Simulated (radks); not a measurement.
Problem. Coherent X-ray form factor from a spherical all-electron density. Method: scalar-relativistic Kohn-Sham, PBE, spin-polarised, spherical densities, point nucleus; computed with a radial shooting solver on a logarithmic mesh with Libxc functionals.

| sin(theta)/lambda (1/angstrom) | f0 (electrons) |
|---|---|
| 0.05 | 37.544 |
| 0.1 | 36.267 |
| 0.15 | 34.399 |
| 0.2 | 32.219 |
| 0.25 | 29.973 |
| 0.3 | 27.831 |
| 0.4 | 24.167 |
| 0.5 | 21.354 |
| 0.6 | 19.132 |
| 0.8 | 15.503 |
| 1 | 12.420 |
| 1.25 | 9.446 |
| 1.5 | 7.526 |
| 2 | 5.676 |

The species is in the configuration that NIST lists as its ground one. Which atom or ion scatters so?

Solution. The niobium ion Nb3+, [Kr] 4d2. Extrapolating in s^2 from the first two rows gives f0(0) = 38.0, near the electron count 38; among species with that count, the fall with angle is slower the higher Z, and the table is that of Z = 41; from so few rows the species is fixed only to a neighbour or two.
